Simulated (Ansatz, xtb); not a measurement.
Ranking isomers of C5H6ClF

8 gas-phase structures of C5H6ClF, from a drawn sample of its isomers (lower ones may exist). Each was relaxed with GFN2-xTB; where two conformers were screened, the lower at r2SCAN-D4/def2-SVP is listed:

A. `F[C@@]12C[C@@H]1C[C@H]2Cl`, a singlet
B. `CC(/C=C\Cl)=C\F`, a singlet
C. `F[C@@H]1C=CC[C@H]1Cl`, a singlet
D. `F[C@@H]1[C@H](Cl)[C@@H]2C[C@H]12`, a singlet
E. `C=C(F)/C(Cl)=C\C`, a singlet
F. `FC1=C(Cl)CCC1`, a singlet
G. `C=C/C(C)=C(/F)Cl`, a singlet
H. `C=C(F)C/C=C/Cl`, a singlet

Task: Make a reasoned guess at their ranking by r2SCAN-D4/def2-SVP single-point energy.

Result: Calculated order at r2SCAN-D4/def2-SVP: F (0.0), C (11.1), G (57.5), B (62.6), E (64.7), H (80.2), D (101.1), A (122.5) kJ/mol. Less than 1 kcal/mol parts B and E, so the order within that pair means little. CCSD(T)/def2-SVP + ΔMP2/def2-TZVPP after further relaxation puts C lowest instead.

Energies above the lowest of each column, in kJ/mol; the last columns are at PBE-D3(BJ)/def2-SVP geometries and were run for some of them only (a dash: not run or not comparable):

```json
{"structure": "F", "GFN2-xTB": "0.0", "HF/STO-3G": "0.0", "r2SCAN-D4/def2-SVP": "0.0", "PBE-D3(BJ)/def2-SVP": "0.0", "CCSD(T)/def2-SVP + ΔMP2/def2-TZVPP": "6.0"}
{"structure": "C", "GFN2-xTB": "20.5", "HF/STO-3G": "35.2", "r2SCAN-D4/def2-SVP": "11.1", "PBE-D3(BJ)/def2-SVP": "15.4", "CCSD(T)/def2-SVP + ΔMP2/def2-TZVPP": "0.0"}
{"structure": "G", "GFN2-xTB": "101.9", "HF/STO-3G": "187.6", "r2SCAN-D4/def2-SVP": "57.5", "PBE-D3(BJ)/def2-SVP": "56.6", "CCSD(T)/def2-SVP + ΔMP2/def2-TZVPP": "63.6"}
{"structure": "B", "GFN2-xTB": "101.4", "HF/STO-3G": "199.0", "r2SCAN-D4/def2-SVP": "62.6", "PBE-D3(BJ)/def2-SVP": "59.9", "CCSD(T)/def2-SVP + ΔMP2/def2-TZVPP": "–"}
{"structure": "E", "GFN2-xTB": "101.1", "HF/STO-3G": "195.7", "r2SCAN-D4/def2-SVP": "64.7", "PBE-D3(BJ)/def2-SVP": "63.4", "CCSD(T)/def2-SVP + ΔMP2/def2-TZVPP": "–"}
{"structure": "H", "GFN2-xTB": "117.5", "HF/STO-3G": "208.8", "r2SCAN-D4/def2-SVP": "80.2", "PBE-D3(BJ)/def2-SVP": "80.2", "CCSD(T)/def2-SVP + ΔMP2/def2-TZVPP": "–"}
{"structure": "D", "GFN2-xTB": "92.7", "HF/STO-3G": "128.4", "r2SCAN-D4/def2-SVP": "101.1", "PBE-D3(BJ)/def2-SVP": "–", "CCSD(T)/def2-SVP + ΔMP2/def2-TZVPP": "–"}
{"structure": "A", "GFN2-xTB": "99.4", "HF/STO-3G": "128.0", "r2SCAN-D4/def2-SVP": "122.5", "PBE-D3(BJ)/def2-SVP": "–", "CCSD(T)/def2-SVP + ΔMP2/def2-TZVPP": "–"}
```

CCSD(T)/def2-SVP + ΔMP2/def2-TZVPP puts C lowest of those it was run on; GFN2-xTB picks F, HF/STO-3G picks F, r2SCAN-D4/def2-SVP picks F, PBE-D3(BJ)/def2-SVP picks F. CCSD(T)/def2-SVP + ΔMP2/def2-TZVPP orders those it was run on as C (0.0), F (6.0), G (63.6) kJ/mol. Flexible structures stand in one conformer each, not always the lowest. Frequencies (GFN2-xTB) were run for C, F, G alone. ΔMP2 is the change of the MP2 energy from the smaller to the larger basis.

Over these structures GFN2-xTB departs from r2SCAN-D4/def2-SVP by 22.4 kJ/mol on average once a common shift is removed. A GFN2-xTB relaxation took about 0.071 s and the r2SCAN-D4/def2-SVP energy about 1.9 s on a shared host (Ansatz 0.2.0, xtb 6.7.1).
